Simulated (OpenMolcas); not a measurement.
Pb I: thermal populations, worked from levels

- Program: OpenMolcas 26.06
- Basis: ANO-RCC-VQZP [9s8p6d4f3g]
- Scalar Hamiltonian: DKH2, point nucleus
- Active space: 4 electrons in 4 orbitals (6s 6p)
- State averaging: 2S+1 = 3 even, 3 roots; 2S+1 = 1 even, 6 roots; 2S+1 = 5 odd, 1 root; 2S+1 = 3 odd, 5 roots (0 in the spin-orbit step)
- Spin-orbit coupling: RASSI with atomic mean-field integrals over the reference wave functions, term energies averaged over their components

Methods: CASSCF; SS-CASPT2, IPEA 0.25 Eh, imaginary shift 0.1 Eh (closed shells correlated: 5d). Measured levels: NIST Handbook of Basic Atomic Spectroscopic Data.

**Thermal populations.** Z = Σ (2J + 1) exp(-E/kT) with k = 0.695035 cm-1/K, over the levels below. No other level of either list lies under 34900 cm-1, which is above 7 kT at each temperature.

| Level | 2J + 1 | SS-CASPT2 | measured |
| --- | --- | --- | --- |
| 6s2 6p2 3P0 | 1 | 0.0 | 0.0 |
| 6s2 6p2 3P1 | 3 | 6830 | 7819 |
| 6s2 6p2 3P2 [59 %] | 5 | 9560 | 10650 |
| 6s2 6p2 1D2 [59 %] | 5 | 18830 | 21458 |
| 6s2 6p2 1S0 | 1 | 27480 | 29467 |

```json
{"T (K)": "3000", "Z, SS-CASPT2": "1.165", "Z, measured levels": "1.101", "Ground level (%), SS-CASPT2": "85.8", "Ground level (%), measured levels": "90.8"}
{"T (K)": "5000", "Z, SS-CASPT2": "1.762", "Z, measured levels": "1.560", "Ground level (%), SS-CASPT2": "56.7", "Ground level (%), measured levels": "64.1"}
```

At 5000 K, kT = 3475 cm-1, and the computed levels give Z = 1.000 + 0.420 + 0.319 + 0.022 + 0.000 = 1.762.

Term energies are means over components that CASPT2 splits; among the terms shown or strongly mixed into the levels shown the widest spread is 330 cm-1 (6s2 6p2 1D, SS-CASPT2). Some high roots are left out of the spin-orbit mixing, which shifts the levels that they would mix with. Spin-orbit splittings of 6p shells tend to come out small when the coupling is added on scalar orbitals. Computed and measured levels are paired by configuration, term and J; levels that our copy of the source lacks, or whose pairing is in doubt (as where it misses far off the trend of its configuration), stay unpaired and out of the deviations. Where the source uses jj or jK labels, the order within each J decides. Only configurations of the active space appear.

A share in square brackets marks a mixed level and gives the weight of the term that names it, the lowest over the columns.
